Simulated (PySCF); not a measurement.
## Two-component Hartree-Fock for Ne (neon, neutral)

Start: [Ne]. Calculated with PySCF 2.14 in an uncontracted even-tempered set (22 s from 0.019 bohr⁻², ratio 2.4; 14 p from 0.025 bohr⁻², ratio 2.4; 6 d from 1.5 bohr⁻², ratio 2.6; 5 f from 2.3 bohr⁻², ratio 2.6): generalised Hartree-Fock with the X2C-1e Hamiltonian and a Gaussian nucleus; spin-orbit coupling (SO) screened by Boettger's factors.

| spinor shell | electrons | ε, screened SO (eV) | weight of nominal j (screened SO) | rms radius, screened SO (bohr) |
| --- | --- | --- | --- | --- |
| 1s1/2 | 2 | -892.85 | 1.000 | 0.183 |
| 2s1/2 | 2 | -52.670 | 1.000 | 0.982 |
| 2p1/2 | 2 | -23.209 | 1.000 | 1.11 |

(1) Where does 2p3/2 lie, and what is the 2p spin-orbit splitting (screened SO)?

```json
{"quantity": "E (hartree)", "screened SO": "-128.68471"}
{"quantity": "M_J", "screened SO": "0"}
{"quantity": "⟨J²⟩", "screened SO": "0.000"}
{"quantity": "⟨L²⟩", "screened SO": "0.000"}
{"quantity": "⟨S²⟩", "screened SO": "0.000"}
```

Answers

(1) At -23.081 eV, 0.127 eV above 2p1/2.
